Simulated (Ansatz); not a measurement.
**Relative stability**

Two relaxed structures of SnH₃SO (charge -1), singlet (PBE0-D4/def2-TZVPD; forces vanish, vibrations not checked).

A:

S1  (-0.032, -1.885, 1.294)
O2  (1.179, -1.074, 0.281)
Sn3  (-0.091, 0.344, -0.199)
H4  (-1.415, -0.131, -1.188)
H5  (0.912, 1.341, -1.259)
H6  (-0.553, 1.406, 1.072)
(Å)

B:

S1  (1.170, -1.419, 0.518)
O2  (0.258, -2.270, 1.445)
Sn3  (-0.086, 0.487, -0.298)
H4  (-1.521, 0.136, -1.228)
H5  (0.888, 1.479, -1.344)
H6  (-0.708, 1.586, 0.907)
(Å)

Program: Ansatz 0.2.0. Basis: def2-TZVPPD. Cores are frozen in the correlated methods. Filled d shells of the heavier atoms are correlated. Core potentials replace the inner electrons of the atoms past krypton. The def2 sets are not built for correlating such inner shells, so the correlated values are less sure here. B3LYP uses VWN-RPA correlation.

(1) Which structure is lower at CCSD(T), and by how much? (Judge from chemistry; the value comes from the calculation.)

T1 diagnostic: at most 0.021.

Answers

(1) Computed: B, by 5.1 kJ/mol (electronic energy, against the other). By their contacts, A is SnH₃SO ([O]1[S][SnH3]1), total charge -1 and B is SnH₃SO ([O][S][SnH3]), total charge -1.

All methods give the same order:

```json
{"method": "PBE-D4", "E(B) − E(A) (kJ/mol)": "-40.5"}
{"method": "r2SCAN-D4", "E(B) − E(A) (kJ/mol)": "-31.2"}
{"method": "PBE0-D4", "E(B) − E(A) (kJ/mol)": "-30.8"}
{"method": "B3LYP-D4", "E(B) − E(A) (kJ/mol)": "-30.1"}
{"method": "wB97M-V", "E(B) − E(A) (kJ/mol)": "-10.5"}
{"method": "HF", "E(B) − E(A) (kJ/mol)": "-5.9"}
{"method": "MP2", "E(B) − E(A) (kJ/mol)": "-6.8"}
{"method": "CCSD", "E(B) − E(A) (kJ/mol)": "-4.2"}
{"method": "CCSD(T)", "E(B) − E(A) (kJ/mol)": "-5.1"}
```

Labels in which every atom is bracketed show which atoms are joined, not bond orders.

For scale, one of the runs: CCSD(T)/def2-TZVPPD, 198 basis functions, launched by `ansatz run in.yaml --threads 2 --pin off --events-out ev --progress --plain --max-ram 4352MiB`. The run took 100 s on 2 CPU threads of an Arm Neoverse V1 (shared host), with 2.5 GiB of host memory at its peak.
